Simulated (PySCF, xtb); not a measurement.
Sn(Br)(SiH3) (BrH3SiSn), SMILES [Br][Sn][SiH3] (connectivity only; charge and spin as stated), neutral, multiplicity 1.

GFN2-xTB in xtb at its own geometry gives an orbital gap of 1.89 eV and a dipole moment of 6.76 D.

Geometry: B3LYP-D3(BJ)/def2-SVP. The structure was generated by enumeration; whether it is a known compound was not checked. The def2 effective core potentials stand for the cores of Sn; spin–orbit coupling is left out.

Task: What does PBE/def2-TZVPD run with PySCF give? (The exact figures need the calculation; the answer reports its results.)

Result: gap 1.54 eV (levels -5.59 and -4.05 eV), dipole 2.62 D.
